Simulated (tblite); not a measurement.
A tight-binding relaxation on `CC[Se][Si@@H](N)CC`.

Computed with GFN2-xTB geometry optimisation, gas phase (tblite 0.8.0). Start geometry: from a force field or distance geometry. The input is one job of a driver script: a line of settings, then coordinates in Å.

Command:
```bash
OMP_NUM_THREADS=1 python probes_run.py task.json out
```

Input:
```
{"job": {"kind": "relax", "xc": "GFN2-xTB", "basis": "xTB"}, "charge": 0, "multiplicity": 1}
C      3.243500     0.240000    -0.697500
C      2.188700     1.013600     0.097700
Se     0.569100     1.314700    -0.836800
Si    -0.876000    -0.386200    -0.967800
N     -0.139600    -2.002600    -1.049500
C     -2.144900    -0.439800     0.419300
C     -2.633400     0.957600     0.699500
H      4.197900     0.823900    -0.764900
H      3.473900    -0.683900    -0.133100
H      2.892200     0.046500    -1.718000
H      2.657200     2.011600     0.280300
H      2.082600     0.548400     1.100900
H     -1.670600    -0.222600    -2.192200
H     -0.754500    -2.572200    -1.694100
H     -0.125800    -2.473900    -0.131500
H     -1.728600    -0.947400     1.313400
H     -2.981100    -1.062600     0.042200
H     -2.448300     1.586600    -0.178000
H     -3.725800     0.921900     0.861600
H     -2.081700     1.337100     1.603500
```

Output:
```
step      E/eV     max force
  0    -626.24779    2.237
  1    -626.50013    0.966
  2    -626.59480    0.595
  3    -626.62875    0.543
  4    -626.67950    0.570
  5    -626.70287    0.453
  6    -626.72344    0.302
  7    -626.73580    0.248
  8    -626.74786    0.297
  9    -626.76066    0.304
... (230 lines left out)
240    -627.27924    0.032
241    -627.27951    0.036
242    -627.27977    0.042
243    -627.27999    0.038
244    -627.28017    0.034
245    -627.28034    0.026
246    -627.28046    0.025
247    -627.28054    0.020
248    -627.28057    0.011
249    -627.28059    0.008
```

«max force» is the largest atomic force in eV/Å.

**Question.** From which step on does the largest force stay under 0.1 eV/Å, and how much energy is left to gain from there?

**Answer.** From step 222 (0.080 eV/Å), 6.2 meV above the end.

In short: energy lowered by 23.8 kcal/mol over 249 steps; largest atomic force 0.008 eV/Å at the end.

**Question.** Where do the atoms end?

**Answer.** 1.015 Å rms from the input after alignment:
```
atom  x, y, z in Å
C1     2.8042    0.5501   -1.2088
C2     2.4794    0.3362    0.2533
Se3    0.6939    1.0107    0.7474
Si4   -0.6026   -0.4579   -0.4451
N5     0.1574   -2.0031   -0.3077
C6    -2.3717   -0.2901    0.2486
C7    -2.8381    1.1581    0.3097
H8     2.7165    1.6025   -1.4712
H9     3.8250    0.2266   -1.4088
H10    2.1278   -0.0249   -1.8376
H11    3.1726    0.8793    0.8969
H12    2.5025   -0.7214    0.5131
H13   -0.5610   -0.1498   -1.8792
H14   -0.2308   -2.7759   -0.8226
H15    0.4446   -2.3155    0.6071
H16   -2.4177   -0.7188    1.2521
H17   -3.0566   -0.8690   -0.3723
H18   -2.8810    1.5901   -0.6878
H19   -3.8261    1.2331    0.7607
H20   -2.1434    1.7503    0.9072
```

The run took 3.8 s wall on an Arm Neoverse N1 with one thread (shared host).
Labels such as C1 count atoms from 1, the log's own numbers from 0.
